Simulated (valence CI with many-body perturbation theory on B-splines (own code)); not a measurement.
# Hg⁴⁸⁺: calculated level list

Method: valence CI with perturbative core correlation (CI+MBPT): four valence electrons over a frozen Dirac-Fock core [Ar] 3d10, a basis of 9 s, 9 p, 8 d, 6 f, 3 g, 1 h functions for each j, with the one-electron correlation potential Σ1 (screened to all orders), the two-electron term Σ2, the three-electron term Σ3, Breit, model QED; selected single and double excitations, second order for the rest, scaled by the run's own slope (own B-spline code, finite nucleus).

The last digits are not significant, and no measured levels were compared; by estimate large intervals hold to a few tenths of a per cent, small ones and those within an open d or f shell to about a per cent.

Levels 1 to 36 of 36, with energies above the lowest level, (4s^2 4p1/2^2) J=0. "Leading %" is the weight of the configuration and term that name the level; weights of strongly mixed levels are sums over their largest components and can fall short. In the jj column 3d3/2^4 stands for four electrons in 3d with j = 3/2. Lifetimes count E1, E2, E3, M1 and M2 decay at the calculated energies, and are blank where another channel may lead or the interval is too uncertain; long ones can be off by a factor of two.

```
No.  Configuration  Term  J  E (eV)  Leading %  Lifetime               Leading jj
  1        4s2 4p2    3P  0    0.00         69                4s^2 4p1/2^2 (99 %)
  2        4s2 4p2    3P  1  141.13         99   55.9 ns  4s^2 4p1/2 4p3/2 (99 %)
  3        4s2 4p2    1D  2  145.93         64   1.27 μs  4s^2 4p1/2 4p3/2 (99 %)
  4         4s 4p3   3P°  2  253.06         46   32.6 ps  4s 4p1/2^2 4p3/2 (97 %)
  5         4s 4p3   3D°  1  269.47         34   1.48 ps  4s 4p1/2^2 4p3/2 (94 %)
  6        4s2 4p2    3P  2  290.72         64   26.7 ns      4s^2 4p3/2^2 (99 %)
  7        4s2 4p2    1S  0  301.06         69   23.0 ns      4s^2 4p3/2^2 (99 %)
  8      4s2 4p 4d   3F°  2  315.55         74   48.4 ps  4s^2 4p1/2 4d3/2 (99 %)
  9      4s2 4p 4d   3D°  1  336.37         50    358 fs  4s^2 4p1/2 4d3/2 (94 %)
 10      4s2 4p 4d   3P°  2  355.75         42   2.67 ps  4s^2 4p1/2 4d5/2 (92 %)
 11      4s2 4p 4d   3F°  3  357.07         51   3.52 ps  4s^2 4p1/2 4d5/2 (95 %)
 12         4s 4p3   3D°  2  391.75         49   2.17 ps  4s 4p1/2 4p3/2^2 (91 %)
 13         4s 4p3   3D°  3  400.88         94   3.24 ps  4s 4p1/2 4p3/2^2 (94 %)
 14         4s 4p3   3P°  0  406.89         96   2.11 ps  4s 4p1/2 4p3/2^2 (96 %)
 15         4s 4p3   3P°  1  414.96         46   1.20 ps  4s 4p1/2 4p3/2^2 (94 %)
 16         4s 4p3   1D°  2  417.21         69    824 fs  4s 4p1/2 4p3/2^2 (91 %)
 17         4s 4p3   3S°  1  418.87         37    628 fs  4s 4p1/2 4p3/2^2 (97 %)
 18      4s 4p2 4d    3D  1  428.81         42   13.8 ps  4s 4p1/2^2 4d3/2 (98 %)
 19      4s 4p2 4d    3D  2  432.86         29   14.0 ps  4s 4p1/2^2 4d3/2 (95 %)
 20      4s 4p2 4d    3D  3  467.06         33   2.79 ps  4s 4p1/2^2 4d5/2 (96 %)
 21      4s2 4p 4d   3D°  2  474.57         50    409 fs  4s^2 4p3/2 4d3/2 (91 %)
 22      4s 4p2 4d    3F  2  475.60         27   2.80 ps  4s 4p1/2^2 4d5/2 (92 %)
 23      4s2 4p 4d   3P°  1  476.47         55    475 fs  4s^2 4p3/2 4d3/2 (94 %)
 24      4s2 4p 4d   3P°  0  476.80         95    502 fs  4s^2 4p3/2 4d3/2 (95 %)
 25      4s2 4p 4d   3F°  3  476.92         44    543 fs  4s^2 4p3/2 4d3/2 (94 %)
 26      4s2 4p 4d   3F°  4  494.18         99   57.7 ns  4s^2 4p3/2 4d5/2 (99 %)
 27      4s2 4p 4d   3P°  2  498.40         43   5.37 ps  4s^2 4p3/2 4d5/2 (92 %)
 28      4s2 4p 4d   3D°  3  514.35         57    986 fs  4s^2 4p3/2 4d5/2 (94 %)
 29      4s2 4p 4d   1P°  1  517.35         63   1.64 ps  4s^2 4p3/2 4d5/2 (96 %)
 30            4p4    3P  2  529.22         58    925 fs   4p1/2^2 4p3/2^2 (85 %)
 31            4p4    1S  0  537.28         55   1.03 ps   4p1/2^2 4p3/2^2 (87 %)
 32      4s2 4p 4f    3G  3  545.15         66   6.09 ps  4s^2 4p1/2 4f5/2 (90 %)
 33      4s2 4p 4f    3F  2  551.91         44   4.21 ps  4s^2 4p1/2 4f5/2 (89 %)
 34         4s 4p3   3P°  2  555.55         48    826 fs        4s 4p3/2^3 (93 %)
 35      4s2 4p 4f    3D  3  557.89         42   4.03 ps  4s^2 4p1/2 4f7/2 (79 %)
 36      4s2 4p 4f    3G  4  558.16         38   7.06 ps  4s^2 4p1/2 4f7/2 (85 %)
```

The ionisation energy to 4s2 4p 2P°_1/2 of the next ion comes out as 2747.9 eV (NIST: 2745 ± 4 eV (theoretical)). All 36 levels together are meant to be complete up to 558.77 eV.
